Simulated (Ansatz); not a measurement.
`FCC(F)I` + `OC(F)F` → `FCOC(F)F` + `FCI`  (substitution at a C–C bond)

Isolated molecules relaxed with PBE0-D4/def2-TZVP in Ansatz; ΔE leaves out vibrations. CCSD(T)/CBS is the MP2 limit (def2-TZVPP, def2-QZVPP) plus CCSD(T) − MP2 in def2-TZVPP, frozen cores. Functionals use def2-TZVPP. B3LYP here is the variant with VWN-RPA as its local correlation; programs differ in this. HSE06 is defined as in plane-wave codes. Elements past krypton have def2 core potentials. For I outer-core shells are correlated without core-valence functions, which leaves a few kJ/mol of doubt a bond. Each species was taken in one conformer, which may not be the lowest.

```tsv
level	ΔE (kJ/mol)	difference from CCSD(T)/CBS
LDA (SPW92)	39.9	-0.8
revPBE-D4	37.6	-3.1
BLYP-D4	34.1	-6.6
r2SCAN-D4	36.6	-4.1
B97M-V	36.9	-3.8
PBE0-D4	37.7	-3.0
B3LYP-D4	34.2	-6.5
r2SCANh-D4	36.6	-4.1
r2SCAN0-D4	36.6	-4.1
HSE06-D4	37.6	-3.1
BHLYP-D4	33.1	-7.6
CAM-B3LYP-D4	33.2	-7.5
ωB97X-V	34.0	-6.7
ωB97M-V	37.1	-3.6
PBE-QIDH	38.3	-2.4
BLYP	30.6	-10.1
r2SCAN	36.3	-4.4
PBE0	36.3	-4.4
B3LYP	31.4	-9.3
r2SCAN0	36.2	-4.5
HSE06	36.3	-4.4
BHLYP	30.4	-10.3
CAM-B3LYP	31.7	-9.0
LC-ωPBE	36.3	-4.4
RPA@PBE/def2-TZVPP	32.5	-8.2
HF/def2-SVP	19.9	-20.8
MP2/def2-SVP	36.6	-4.1
CCSD/def2-SVP	30.9	-9.8
CCSD(T)/def2-SVP	31.6	-9.1
HF/def2-TZVPP	23.8	-16.9
MP2/def2-TZVPP	42.2	1.5
SCS-MP2/def2-TZVPP	37.3	-3.4
CCSD/def2-TZVPP	35.5	-5.2
CCSD(T)/def2-TZVPP	36.7	-4.0
HF/def2-QZVPP	23.4	-17.3
MP2/def2-QZVPP	44.4	3.7
SCS-MP2/def2-QZVPP	39.5	-1.2
HF/CBS(def2)	23.4	-17.3
MP2/CBS(def2)	46.2	5.5
CCSD/CBS(def2)	39.5	-1.2
CCSD(T)/CBS	40.7	0
```

Largest T1 diagnostic among the species: 0.012.

Leaving LDA and LC-ωPBE aside and taking each functional with its dispersion term where it has one, the values spread over 5.2 kJ/mol, from BHLYP-D4 to PBE-QIDH. LDA lies +3.6 kJ/mol from PBE without D4. At CCSD(T), def2-SVP lies −9.1 kJ/mol from the extrapolated value and def2-TZVPP −4.0 kJ/mol. In def2-TZVPP, CCSD(T) changes the Hartree–Fock value by +12.8 kJ/mol (the triples alone add +1.2 kJ/mol) and MP2 by +18.4 kJ/mol.
